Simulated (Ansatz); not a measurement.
Reaction (formal exchange of groups at a C–C bond): `CCCCCC(C)(C)C` + `CCCC=O` → `CCCCCCCC=O` + `CC(C)(C)C`

Computed with Ansatz on PBE0-D4/def2-TZVP structures; ΔE is electronic, products minus reactants. CCSD(T)/CBS adds triple-zeta CCSD(T) − MP2 to the extrapolated MP2 energy (def2 sets, frozen cores). DFT in def2-TZVPP. One conformer a species, not always the lowest.

```json
{"level": "PBE0-D4", "ΔE (kJ/mol)": "-2.9"}
{"level": "HF/def2-TZVPP", "ΔE (kJ/mol)": "-13.1"}
{"level": "SCS-MP2/def2-TZVPP", "ΔE (kJ/mol)": "-3.3"}
{"level": "MP2/CBS(def2)", "ΔE (kJ/mol)": "-1.7"}
```

What does CCSD(T)/CBS give? (Best estimate.)

Ansatz gave: -2.5 kJ/mol. The listed levels differ from it by -0.4, -10.6, -0.8, 0.8 kJ/mol.

Largest T1 diagnostic among the species: 0.012.

The D4 term adds +7.4 kJ/mol with B3LYP and +4.4 kJ/mol with PBE0; it sums over pairs of atoms, weighted by their polarisabilities, and B3LYP, whose exchange is more repulsive, gets the larger term. In def2-TZVPP, CCSD(T) changes the Hartree–Fock value by +11.4 kJ/mol (the triples alone add +1.5 kJ/mol) and MP2 by +12.3 kJ/mol.

B3LYP here is the variant with VWN-RPA as its local correlation; programs differ in this.
